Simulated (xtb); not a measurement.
xtb input (GFN2-xTB):

```bash
xtb mol.xyz --gfn 2 --ohess tight --chrg 0 --uhf 0
```
mol.xyz:
```
15

C     -2.33415012    -0.82028607     0.21909781
O     -1.02518151    -0.60628860     0.82337146
Si     0.08053032     0.38175029     0.19626493
O     -0.58891690     1.83145818    -0.18863919
O      1.33718374     0.47263591     1.25922828
O      0.81135053    -0.21737434    -1.21300600
C      1.68357449    -1.30948530    -1.23319965
H     -2.19330870    -1.30800250    -0.70657888
H     -2.86295108    -1.46770205     0.87984992
H     -2.80584691     0.15343536     0.05648212
H     -0.20212251     2.33908242    -0.84708914
H      1.02062769     0.54088691     2.25295593
H      1.11727769    -2.20815277    -0.96119696
H      1.99740706    -1.43986518    -2.23611432
H      2.50165229    -1.16522831    -0.56905580
```

Output:

```
           -------------------------------------------------
          |                Calculation Setup                |
           -------------------------------------------------

           -------------------------------------------------
          |                 G F N 2 - x T B                 |
           -------------------------------------------------

        Reference                      10.1021/acs.jctc.8b01176
      * Hamiltonian:
        H0-scaling (s, p, d)           1.850000    2.230000    2.230000
        zeta-weighting                 0.500000
      * Dispersion:
        s8                             2.700000
        a1                             0.520000
        a2                             5.000000
        s9                             5.000000
      * Repulsion:
        kExp                           1.500000    1.000000
        rExp                           1.000000
      * Coulomb:
        alpha                          2.000000
        third order                    shell-resolved
        anisotropic                    true
        a3                             3.000000
        a5                             4.000000
        cn-shift                       1.200000
        cn-exp                         4.000000
        max-rad                        5.000000

          ...................................................
          :                      SETUP                      :
          :.................................................:
          :  # basis functions                  42          :
          :  # atomic orbitals                  41          :
          :  # shells                           23          :
          :  # electrons                        44          :
          :  max. iterations                   250          :
          :  Hamiltonian                  GFN2-xTB          :
          :  restarted?                      false          :
          :  GBSA solvation                  false          :
          :  PC potential                    false          :
          :  electronic temp.          300.0000000     K    :
          :  accuracy                    1.0000000          :
          :  -> integral cutoff          0.2500000E+02      :
          :  -> integral neglect         0.1000000E-07      :
          :  -> SCF convergence          0.1000000E-05 Eh   :
          :  -> wf. convergence          0.1000000E-03 e    :
          :  Broyden damping             0.4000000          :
          :  net charge                          0          :
          :  unpaired electrons                  0          :
          ...................................................

 iter      E             dE          RMSdq      gap      omega  full diag
   1    -26.6562489 -0.266562E+02  0.604E+00    9.73       0.0  T
   2    -26.7171090 -0.608601E-01  0.321E+00    8.59       1.0  T
   3    -26.7177997 -0.690719E-03  0.104E+00    8.64       1.0  T
   4    -26.7210032 -0.320352E-02  0.456E-01    8.23       1.0  T
   5    -26.7227794 -0.177615E-02  0.161E-01    8.44       1.0  T
   6    -26.7228936 -0.114165E-03  0.436E-02    8.42       1.0  T
[...]
          |               Frequency Printout                |
           -------------------------------------------------
 projected vibrational frequencies (cm⁻¹)
eigval :       -0.00    -0.00     0.00     0.00     0.00     0.00
eigval :       53.92    95.72    97.48   102.90   148.58   149.65
eigval :      220.53   228.22   251.70   294.26   320.17   356.98
eigval :      402.77   684.58   791.04   846.69   881.43   899.50
eigval :      951.41  1132.57  1132.87  1135.64  1140.69  1156.50
eigval :     1157.85  1409.19  1410.13  1473.10  1473.21  1485.82
eigval :     1486.58  2951.95  2952.97  2975.74  2976.06  2984.79
eigval :     2985.16  3687.52  3689.30
 reduced masses (amu)
   1: 12.47   2: 13.70   3: 15.66   4: 15.94   5: 15.17   6: 14.70   7:  9.77   8:  7.45
   9:  1.61  10:  6.48  11: 12.51  12: 11.56  13: 11.78  14:  2.63  15: 10.32  16: 15.12
Molecule has the following symmetry elements: (C2)
It seems to be the C2 point group
  17:  9.18  18: 16.85  19: 17.04  20: 14.86  21: 13.10  22:  8.01  23: 14.63  24: 10.15
  25: 21.12  26:  3.90  27:  4.06  28: 11.56  29: 10.13  30:  8.31  31:  7.63  32:  2.38
  33:  2.44  34:  1.55  35:  1.56  36:  1.60  37:  1.59  38:  1.84  39:  1.85  40:  1.71
  41:  1.67  42:  1.59  43:  1.56  44:  1.88  45:  1.89
 IR intensities (km·mol⁻¹)
   1:  0.00   2:  0.01   3:  0.00   4:  0.00   5:  0.00   6:  0.01   7:  2.55   8:  4.24
   9:  1.43  10:  1.62  11:  8.22  12: 13.92  13:  7.70  14: 66.79  15: 20.68  16: 53.94
  17:203.11  18: 31.66  19: 34.94  20:  8.75  21:154.91  22:195.64  23: 83.08  24:444.58
  25:304.13  26:  6.65  27: 11.38  28:259.79  29: 73.24  30: 70.14  31:151.07  32:  0.28
  33:  1.24  34:  3.66  35:  2.58  36:  7.52  37:  0.04  38: 17.08  39: 62.16  40:  0.55
  41: 66.25  42: 48.42  43: 12.48  44: 47.63  45: 18.80
 Raman intensities (Ä⁴*amu⁻¹)
   1:  0.00   2:  0.00   3:  0.00   4:  0.00   5:  0.00   6:  0.00   7:  0.00   8:  0.00
   9:  0.00  10:  0.00  11:  0.00  12:  0.00  13:  0.00  14:  0.00  15:  0.00  16:  0.00
  17:  0.00  18:  0.00  19:  0.00  20:  0.00  21:  0.00  22:  0.00  23:  0.00  24:  0.00
  25:  0.00  26:  0.00  27:  0.00  28:  0.00  29:  0.00  30:  0.00  31:  0.00  32:  0.00
  33:  0.00  34:  0.00  35:  0.00  36:  0.00  37:  0.00  38:  0.00  39:  0.00  40:  0.00
  41:  0.00  42:  0.00  43:  0.00  44:  0.00  45:  0.00
 output can be read by thermo (or use thermo option).
 writing <g98.out> molden fake output.
 recommended (thermochemical) frequency scaling factor: 1.0
           -------------------------------------------------
          |             Thermodynamic Functions             |
           -------------------------------------------------

c2  symmetry found (for desy threshold:  0.10E+00) used in thermo

          ...................................................
          :                      SETUP                      :
          :.................................................:
          :  # frequencies                          39      :
          :  # imaginary freq.                       0      :
          :  linear?                             false      :
          :  only rotor calc.                    false      :
          :  symmetry                               c2      :
          :  rotational number                       2      :
          :  scaling factor                  1.0000000      :
          :  rotor cutoff                   50.0000000 cm⁻¹ :
          :  imag. cutoff                  -20.0000000 cm⁻¹ :
          :.................................................:

    mode    ω/cm⁻¹     T·S(HO)/kcal·mol⁻¹    T·S(FR)/kcal·mol⁻¹   T·S(vib)
   ------------------------------------------------------------------------
       1     53.92    -1.39186 ( 57.48%)    -1.03387 ( 42.52%)    -1.23965
       2     95.72    -1.05536 ( 93.07%)    -0.86398 (  6.93%)    -1.04210
       3     97.48    -1.04477 ( 93.53%)    -0.85859 (  6.47%)    -1.03271
       4    102.90    -1.01332 ( 94.72%)    -0.84257 (  5.28%)    -1.00430
       5    148.58    -0.80211 ( 98.73%)    -0.73378 (  1.27%)    -0.80124
       6    149.65    -0.79804 ( 98.77%)    -0.73166 (  1.23%)    -0.79722
       7    220.53    -0.58280 ( 99.74%)    -0.61684 (  0.26%)    -0.58289
       8    228.22    -0.56436 ( 99.77%)    -0.60669 (  0.23%)    -0.56446
       9    251.70    -0.51241 ( 99.84%)    -0.57768 (  0.16%)    -0.51251
      10    294.26    -0.43211 ( 99.92%)    -0.53141 (  0.08%)    -0.43220
   ------------------------------------------------------------------------

   temp. (K)  partition function   enthalpy   heat capacity  entropy
                                   cal/mol     cal/K/mol   cal/K/mol   J/K/mol
 298.15  VIB  0.273E+04             4974.279     28.284     31.778
         ROT  0.160E+06              888.752      2.981     26.798
         INT  0.438E+09             5863.032     31.264     58.576
         TR   0.134E+28             1481.254      4.968     40.345
         TOT                        7344.2857    36.2326    98.9211   413.8859
Note: The following floating-point exceptions are signalling: IEEE_UNDERFLOW_FLAG IEEE_DENORMAL
normal termination of xtb

       T/K    H(0)-H(T)+PV         H(T)/Eh          T*S/Eh         G(T)/Eh
   ------------------------------------------------------------------------
    298.15    0.117039E-01    0.122366E+00    0.470006E-01    0.753656E-01
   ------------------------------------------------------------------------

         :::::::::::::::::::::::::::::::::::::::::::::::::::::
         ::                  THERMODYNAMIC                  ::
         :::::::::::::::::::::::::::::::::::::::::::::::::::::
         :: total free energy         -26.456003298217 Eh   ::
         ::.................................................::
         :: total energy              -26.531368860745 Eh   ::
         :: zero point energy           0.110662309742 Eh   ::
         :: G(RRHO) w/o ZPVE           -0.035296747215 Eh   ::
         :: G(RRHO) contrib.            0.075365562528 Eh   ::
         :::::::::::::::::::::::::::::::::::::::::::::::::::::

optimized geometry written to: xtbopt.xyz

           -------------------------------------------------
          | TOTAL ENERGY              -26.531368860745 Eh   |
          | TOTAL ENTHALPY            -26.409002686681 Eh   |
          | TOTAL FREE ENERGY         -26.456003298217 Eh   |
          | GRADIENT NORM               0.000321836472 Eh/α |
          | HOMO-LUMO GAP               9.251133803527 eV   |
           -------------------------------------------------

------------------------------------------------------------------------
------------------------------------------------------------------------
 total:
 SCF:
 ANC optimizer:
 analytical hessian:
```
